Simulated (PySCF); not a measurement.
pyridine (C$_{5}$H$_{5}$N), singlet, at a GFN2-xTB geometry; DF-CAMB3LYP/6-311G** run with PySCF.

PySCF was given this input:
```python
from pyscf import gto, scf, dft

mol = gto.Mole()
mol.atom = '''
    N     0.00742982   -0.00202824    1.39890042
    C    -0.00729504    0.00199145   -1.37352275
    C     0.00593743    1.13226510    0.72050688
    C     0.00169873   -1.13434967    0.71724306
    C    -0.00577111   -1.19111707   -0.66858228
    C    -0.00131259    1.19305082   -0.66514919
    H    -0.01303551    0.00355852   -2.45435009
    H     0.01080092    2.03373642    1.31980399
    H     0.00318739   -2.03755505    1.31394154
    H    -0.01026046   -2.14122739   -1.18042206
    H    -0.00224565    2.14464139   -1.17425062
'''
mol.basis = '6-311g**'
mol.verbose = 4
mol.build()

mf = dft.RKS(mol)
mf.xc = 'camb3lyp'
mf = mf.density_fit(auxbasis='def2-universal-jkfit')
mf.kernel()
```

What the program printed (banner, timings and long lists left out):

```
PySCF version 2.14.0

[INPUT] verbose = 4
[INPUT] num. atoms = 11
[INPUT] num. electrons = 42
[INPUT] charge = 0
[INPUT] spin (= nelec alpha-beta = 2S) = 0
[INPUT] symmetry False subgroup None
[INPUT] Mole.unit = angstrom
[INPUT] Symbol           X                Y                Z      unit          X                Y                Z       unit  Magmom
[INPUT]  1 N      0.007429820000  -0.002028240000   1.398900420000 AA    0.014040324955  -0.003832818115   2.643538669339 Bohr   0.0
[INPUT]  2 C     -0.007295040000   0.001991450000  -1.373522750000 AA   -0.013785627668   0.003763295091  -2.595581823359 Bohr   0.0
[INPUT]  3 C      0.005937430000   1.132265100000   0.720506880000 AA    0.011220116584   2.139670939403   1.361560674065 Bohr   0.0
[INPUT]  4 C      0.001698730000  -1.134349670000   0.717243060000 AA    0.003210134460  -2.143610205791   1.355392948145 Bohr   0.0
[INPUT]  5 C     -0.005771110000  -1.191117070000  -0.668582280000 AA   -0.010905817335  -2.250885044594  -1.263437400937 Bohr   0.0
[INPUT]  6 C     -0.001312590000   1.193050820000  -0.665149190000 AA   -0.002480435614   2.254539302488  -1.256949801076 Bohr   0.0
[INPUT]  7 H     -0.013035510000   0.003558520000  -2.454350090000 AA   -0.024633543794   0.006724628209  -4.638049483902 Bohr   0.0
[INPUT]  8 H      0.010800920000   2.033736420000   1.319803990000 AA    0.020410780693   3.843204843353   2.494068079208 Bohr   0.0
[INPUT]  9 H      0.003187390000  -2.037555050000   1.313941540000 AA    0.006023294152  -3.850421008224   2.482989654289 Bohr   0.0
[INPUT] 10 H     -0.010260460000  -2.141227390000  -1.180422060000 AA   -0.019389459312  -4.046333337517  -2.230674404795 Bohr   0.0
[INPUT] 11 H     -0.002245650000   2.144641390000  -1.174250620000 AA   -0.004243663472   4.052784862507  -2.219012073401 Bohr   0.0

nuclear repulsion = 207.572344723666
number of shells = 68
number of NR pGTOs = 226
number of NR cGTOs = 138
basis = 6-311g**
ecp = {}

******** <class 'pyscf.df.df_jk.DFRKS'> ********
method = DFRKS
initial guess = minao
damping factor = 0
level_shift factor = 0
DIIS = <class 'pyscf.scf.diis.CDIIS'>
diis_start_cycle = 1
diis_space = 8
diis_damp = 0
SCF conv_tol = 1e-09
SCF conv_tol_grad = None
SCF max_cycles = 50
direct_scf = False
XC library pyscf.dft.libxc version 7.1.2
    S. Lehtola, C. Steigemann, M. J. T. Oliveira, and M. A. L. Marques,  SoftwareX 7, 1–5 (2018)
XC functionals = camb3lyp
    T. Yanai, D. P. Tew, and N. C. Handy,  Chem. Phys. Lett. 393, 51 (2004)
radial grids:
    Treutler-Ahlrichs [JCP 102, 346 (1995); DOI:10.1063/1.469408] (M4) radial grids

becke partition: Becke, JCP 88, 2547 (1988); DOI:10.1063/1.454033
pruning grids: <function nwchem_prune>
grids dens level: 3
symmetrized grids: False
atomic radii adjust function: <function treutler_atomic_radii_adjust>
small_rho_cutoff = 0
Set gradient conv threshold to 3.16228e-05
Initial guess from minao.
tot grids = 133536
******** <class 'pyscf.df.df.DF'> ********
auxbasis = def2-universal-jkfit
Create RSH-DF object <pyscf.df.df.DF object> for omega=0.33
******** <class 'pyscf.df.df.DF'> ********
auxbasis = auxmol.basis = def2-universal-jkfit
init E= -249.43481812224
  HOMO = -0.290104756898688  LUMO = -0.0738300691955672  gap/eV = 5.88513
cycle= 1 E= -248.177830559035  delta_E= 1.26  |g|= 0.317  |ddm|= 2.91
  HOMO = -0.254515557739055  LUMO = 0.0440727901999809  gap/eV = 8.12500
cycle= 2 E= -248.185846546103  delta_E= -0.00802  |g|= 0.312  |ddm|= 0.618
  HOMO = -0.321194758695756  LUMO = 0.0190695371039273  gap/eV = 9.25906
cycle= 3 E= -248.204714675802  delta_E= -0.0189  |g|= 0.0598  |ddm|= 0.273
  HOMO = -0.318723557535819  LUMO = 0.0168760239736799  gap/eV = 9.13213
cycle= 4 E= -248.205309485335  delta_E= -0.000595  |g|= 0.0283  |ddm|= 0.0544
  HOMO = -0.320529096140437  LUMO = 0.0189379443095473  gap/eV = 9.23737
cycle= 5 E= -248.205497054896  delta_E= -0.000188  |g|= 0.00657  |ddm|= 0.0264
  HOMO = -0.319490464959753  LUMO = 0.0191553978137008  gap/eV = 9.21502
cycle= 6 E= -248.205508189799  delta_E= -1.11e-05  |g|= 0.00191  |ddm|= 0.0076
  HOMO = -0.319775715720679  LUMO = 0.0190071103566568  gap/eV = 9.21875
cycle= 7 E= -248.20550921043  delta_E= -1.02e-06  |g|= 0.000537  |ddm|= 0.00183
  HOMO = -0.319802341637526  LUMO = 0.0190071679004292  gap/eV = 9.21948
cycle= 8 E= -248.205509317121  delta_E= -1.07e-07  |g|= 0.000211  |ddm|= 0.000775
  HOMO = -0.319810648662534  LUMO = 0.0190212559914363  gap/eV = 9.22009
cycle= 9 E= -248.205509329324  delta_E= -1.22e-08  |g|= 6.19e-05  |ddm|= 0.000213
  HOMO = -0.319821183633376  LUMO = 0.0190142510229255  gap/eV = 9.22018
cycle= 10 E= -248.205509330987  delta_E= -1.66e-09  |g|= 1.3e-05  |ddm|= 8.89e-05
  HOMO = -0.319820668884619  LUMO = 0.019014385726679  gap/eV = 9.22017
cycle= 11 E= -248.205509331057  delta_E= -7.01e-11  |g|= 3.38e-06  |ddm|= 2.28e-05
  HOMO = -0.319821108380934  LUMO = 0.0190142122268336  gap/eV = 9.22018
Extra cycle  E= -248.20550933106  delta_E= -3.3e-12  |g|= 2.21e-06  |ddm|= 6.63e-06
converged SCF energy = -248.20550933106
```
